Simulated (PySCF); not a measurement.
CH8FNSi2, SMILES C[Si@H](N[SiH3])F. Heavy atoms are numbered as in [CH3:1][Si@@H:2]([F:3])[NH:4][SiH3:5]. Hydrogens are named by the atom that carries them.

The structure is a stationary point at PBE0-D3(BJ)/def2-SVP. The structure was generated by enumeration; whether it is a known compound was not checked. Other conformers were not sampled.

Computed with PySCF with PBE/def2-TZVP.

ESP charges are fitted to the potential on shells at 1.4 to 2.0 van der Waals radii. Atomic charges (e), one atom of each kind:

```
atom          IAO  ESP fit
----------  -----  -------
C1 (CH3)    -0.77    -0.72
Si2 (SiH)    1.26        ?
F3          -0.53    -0.32
N4 (NH)     -0.92    -0.71
Si5 (SiH3)   0.70        ?
H on C1      0.17     0.18
H on Si2    -0.16        ?
H on N4      0.28     0.35
H on Si5    -0.13        ?
```

Some entries are withheld; supply them. (Estimate from the structure and the level; the computed values follow.)


- Si2 (SiH), ESP fit: 0.85
- Si5 (SiH3), ESP fit: 0.36
- H on Si2, ESP fit: -0.17
- H on Si5, ESP fit: -0.08

Give the Mayer and Wiberg (Löwdin basis) orders of the bonds. (The exact figures need the calculation; the answer reports its results.)


```csv
bond,Mayer,Wiberg
C1–Si2,1.02,1.22
Si2–F3,1.13,1.68
Si2–N4,1.16,1.43
N4–Si5,1.13,1.43
```
